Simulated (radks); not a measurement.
Ce+, configuration [Xe] 4f1 5d2.

Method: scalar-relativistic Kohn-Sham, PBE, spin-polarised, spherical densities, finite nucleus; open shells are filled with parallel spins first (spin-orbit coupling, left out, can overturn this in heavy ions); Fermi nuclear charge, rms radius 4.8771 fm; hard spherical wall at 6 bohr; computed with a radial shooting solver on a logarithmic mesh with Libxc functionals.

Energy parts (hartree):
| part | energy |
|---|---|
| total | -8859.8164 |
| kinetic | 9389.8378 |
| electron-nucleus | -21454.5346 |
| Hartree | 3414.1235 |
| exchange-correlation | -209.2431 |

Orbitals (lengths in bohr, moments of r in powers of bohr; <r^-3> diverges for s and p1/2; r(max) is where P^2 peaks; r(90%) holds 90 % of the orbital's charge):
orbital	occ.	eigenvalue (hartree)	r(max)	r(90%)	<r^-3>	<1/r>
1s up	1	-1479.870	0.01574	0.0443	-	63.34
1s down	1	-1479.870	0.01574	0.0443	-	63.34
2s up	1	-237.0386	0.08907	0.163	-	14.60
2s down	1	-237.0363	0.08907	0.163	-	14.60
2p up	3	-212.3140	0.07168	0.150	7972	13.83
2p down	3	-212.3124	0.07168	0.150	7972	13.83
3s up	1	-51.12771	0.2546	0.409	-	5.300
3s down	1	-51.11782	0.2546	0.409	-	5.300
3p up	3	-43.26312	0.2493	0.414	1595	5.018
3p down	3	-43.25314	0.2492	0.414	1596	5.019
3d up	5	-32.08757	0.2052	0.396	218.6	4.760
3d down	5	-32.07889	0.2052	0.396	218.7	4.760
4s up	1	-10.44113	0.5931	0.915	-	2.211
4s down	1	-10.41141	0.5930	0.915	-	2.211
4p up	3	-7.87358	0.6192	0.981	343.7	2.039
4p down	3	-7.84383	0.6191	0.981	343.6	2.040
4d up	5	-4.17718	0.6523	1.12	38.70	1.778
4d down	5	-4.14703	0.6522	1.12	38.71	1.779
4f up	1	-0.31931	0.7088	1.96	4.176	1.198
4f down	0	-0.28388	0.7078	1.92	4.232	1.207
5s up	1	-1.61733	1.376	2.20	-	0.8658
5s down	1	-1.57571	1.373	2.19	-	0.8700
5p up	3	-0.98875	1.555	2.60	48.33	0.7338
5p down	3	-0.94152	1.548	2.59	49.20	0.7387
5d up	2	-0.25090	2.176	3.87	2.739	0.4873
5d down	0	-0.19843	2.164	3.90	2.738	0.4858
5f up	0	0.23160	3.872	4.87	0.4910	0.3586
5f down	0	0.27485	3.879	4.87	0.4592	0.3521
6s up	0	-0.22404	3.356	4.59	-	0.3720
6s down	0	-0.17942	3.387	4.60	-	0.3678
6p up	0	-0.05026	3.781	4.81	12.90	0.3556
6p down	0	-0.00917	3.785	4.81	12.60	0.3534

The highest occupied level is 5d up at -6.827 eV. The configuration is held as typed, so some empty levels lie below it. Summed over all electrons, <r^2> = 55.44 bohr^2, which gives a Langevin (diamagnetic) susceptibility term of -43.9 x 10^-6 cm^3/mol. The density falls to 0.001 e/bohr^3 at r = 4.26 bohr.
